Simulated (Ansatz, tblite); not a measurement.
Removing and adding an electron: `Sc1ccc(-c2ccc(-c3ccc(-c4ccc(S)cc4)cc3)cc2)cc1`. Total charge 0; singlet. Geometry: PBE-D4/def2-SVP. Ansatz, gas phase; energy differences of separate SCF runs; the oxidised species was run as a doublet alone; the reduced species was run as a doublet alone.

```xyz
44

S     3.085   -6.522    6.505
C     2.493   -5.377    5.288
C     1.526   -5.707    4.316
C     1.104   -4.753    3.385
C     1.621   -3.438    3.385
C     1.167   -2.432    2.398
C     0.797   -2.804    1.085
C     0.366   -1.855    0.154
C     0.280   -0.484    0.488
C    -0.180    0.521   -0.497
C    -0.917    1.659   -0.097
C    -1.355    2.606   -1.027
C    -1.077    2.465   -2.407
C    -1.543    3.466   -3.393
C    -2.759    4.162   -3.215
C    -3.207    5.107   -4.144
C    -2.444    5.393   -5.294
S    -2.935    6.571   -6.525
C    -1.225    4.708   -5.486
C    -0.791    3.763   -4.552
C    -0.338    1.327   -2.806
C     0.098    0.380   -1.876
C     0.650   -0.111    1.801
C     1.083   -1.060    2.731
C     2.588   -3.122    4.366
C     3.021   -4.068    5.300
H     2.340   -7.583    6.089
H     1.090   -6.717    4.294
H     0.329   -5.031    2.656
H     0.867   -3.859    0.782
H     0.070   -2.186   -0.852
H    -1.168    1.795    0.966
H    -1.911    3.487   -0.674
H    -3.389    3.940   -2.341
H    -4.166    5.620   -3.977
H    -4.088    6.956   -5.912
H    -0.606    4.925   -6.370
H     0.175    3.261   -4.714
H    -0.117    1.172   -3.873
H     0.685   -0.483   -2.224
H     0.614    0.949    2.093
H     1.345   -0.733    3.749
H     3.037   -2.118    4.382
H     3.785   -3.792    6.042
```

The xTB rows come from tblite. Single mean-field runs in def2-TZVP are fitted with def2-universal-jkfit.

| level | −HOMO (eV) | vertical IE (eV) | −LUMO (eV) | vertical EA (eV) | HOMO–LUMO gap (eV) | IE − EA (eV) |
| --- | --- | --- | --- | --- | --- | --- |
| GFN1-xTB | 10.69 | 12.23 | 8.14 | 6.48 | 2.56 | 5.75 |
| GFN2-xTB | 9.93 | 11.39 | 7.34 | 5.73 | 2.58 | 5.66 |

(1) Estimate the rows for PBE-D4/def2-TZVP, PBE0-D4/def2-TZVP.

Answers

(1) 
```
            level  −HOMO (eV)  vertical IE (eV)  −LUMO (eV)  vertical EA (eV)  HOMO–LUMO gap (eV)  IE − EA (eV)                       remarks
 PBE-D4/def2-TZVP        5.01              6.49        2.33              0.87                2.68          5.62  HOMO above zero (-1 doublet)
PBE0-D4/def2-TZVP        5.84              6.88        1.63              0.65                4.20          6.23  HOMO above zero (-1 doublet)
```

   A HOMO above zero means that the electron is unbound at that level or that self-interaction error raises the level; the energy of removing that electron tells which. Raw xTB energy differences between charge states are shifted by several eV; the methods need an empirical correction for them. Sets without diffuse functions give affinities that are too small.
